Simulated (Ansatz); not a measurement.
`O[Si]1(S)C[SiH2]1`, charge 0, multiplicity 1.

(1) Give a relaxed structure at PBE0-D4/def2-TZVP (the Gaussian-basis code of Ansatz). (Estimate.)

## Answers

(1) The calculation gave: 
```xyz
11

O     1.313    0.430    1.619
Si    0.122   -0.175    0.665
S    -0.692   -2.020    1.332
C     0.469    0.020   -1.151
Si   -1.120    1.039   -0.753
H     1.092    0.574    2.542
H     0.461   -2.707    1.216
H     1.334    0.622   -1.426
H     0.360   -0.847   -1.799
H    -2.387    0.557   -1.353
H    -0.952    2.506   -0.893
```
This is one stationary point; other conformers may exist.
